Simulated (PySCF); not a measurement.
**SMILES O[C@@H]1C[SiH2][C@@H]1CCF, C$_{5}$H$_{11}$FOSi**

Molfile (atoms numbered from 1):
```
C5H11FOSi
     RDKit          3D

 19 19  0  0  0  0  0  0  0  0999 V2000
   -1.2014   -1.8688    0.9478 O   0  0  0  0  0  0  0  0  0  0  0  0
   -1.3335   -0.4936    0.7423 C   0  0  2  0  0  0  0  0  0  0  0  0
   -2.0679   -0.0697   -0.5504 C   0  0  0  0  0  0  0  0  0  0  0  0
   -0.8411    1.3667   -0.8155 Si  0  0  0  0  0  4  0  0  0  0  0  0
   -0.0155    0.3246    0.5713 C   0  0  2  0  0  0  0  0  0  0  0  0
    1.1723   -0.5278    0.1388 C   0  0  0  0  0  0  0  0  0  0  0  0
    2.4261    0.3218    0.0175 C   0  0  0  0  0  0  0  0  0  0  0  0
    3.4676   -0.4256   -0.4813 F   0  0  0  0  0  0  0  0  0  0  0  0
   -0.7889   -2.2619    0.1703 H   0  0  0  0  0  0  0  0  0  0  0  0
   -1.8750   -0.1338    1.6203 H   0  0  0  0  0  0  0  0  0  0  0  0
   -3.1239    0.1417   -0.4089 H   0  0  0  0  0  0  0  0  0  0  0  0
   -1.9943   -0.8510   -1.3072 H   0  0  0  0  0  0  0  0  0  0  0  0
   -1.3008    2.6868   -0.3938 H   0  0  0  0  0  0  0  0  0  0  0  0
   -0.1481    1.4146   -2.1022 H   0  0  0  0  0  0  0  0  0  0  0  0
    0.2553    0.8403    1.4943 H   0  0  0  0  0  0  0  0  0  0  0  0
    0.9804   -0.9936   -0.8321 H   0  0  0  0  0  0  0  0  0  0  0  0
    1.3520   -1.3220    0.8696 H   0  0  0  0  0  0  0  0  0  0  0  0
    2.7527    0.7054    0.9893 H   0  0  0  0  0  0  0  0  0  0  0  0
    2.2743    1.1551   -0.6775 H   0  0  0  0  0  0  0  0  0  0  0  0
  1  2  1  0
  2  3  1  0
  3  4  1  0
  4  5  1  0
  5  6  1  0
  6  7  1  0
  7  8  1  0
  5  2  1  0
  1  9  1  0
  2 10  1  1
  3 11  1  0
  3 12  1  0
  4 13  1  0
  4 14  1  0
  5 15  1  1
  6 16  1  0
  6 17  1  0
  7 18  1  0
  7 19  1  0
M  END
```

Method: TDDFT CAM-B3LYP/def2-SVPD circular dichroism and optical rotation, one conformer, gas phase (PySCF). Geometry: GFN2-xTB.

The molecule is flexible and this is one conformer; a measurement averages over conformers.

Stereocentres: C2 R, C5 R.

(1) What is the specific rotation at 633, 589.3, 546, 436, 405, 365, 355 nm?

(2) And for the mirror image at 589.3 nm?

(3) What is the molar rotation [Φ] = [α]·M/100 of the geometry above at 589.3 nm?

Results:

(1) [α] in deg dm⁻¹ (g/mL)⁻¹:
| λ (nm) | origin-invariant length gauge | modified velocity gauge | length gauge (centre of mass) | isotropic polarisability (au) |
| --- | --- | --- | --- | --- |
| 633 | +114.1 | +110.7 | +113.4 | 90.4 |
| 589.3 | +134.2 | +130.2 | +133.4 | 90.7 |
| 546 | +160.0 | +155.2 | +159.0 | 91.0 |
| 436 | +276.6 | +268.4 | +274.8 | 92.6 |
| 405 | +335.0 | +325.2 | +332.9 | 93.4 |
| 365 | +445.3 | +432.5 | +442.4 | 94.6 |
| 355 | +482.2 | +468.3 | +479.0 | 95.0 |

(2) -134.2 deg dm⁻¹ (g/mL)⁻¹ (origin-invariant length gauge): the same size and the opposite sign.

(3) With M = 134.22 g/mol, +180.1 deg cm² dmol⁻¹ (origin-invariant length gauge).

The first excitation lies at 7.12 eV (174 nm) with R = -12.1 × 10⁻⁴⁰ esu² cm² (velocity form).
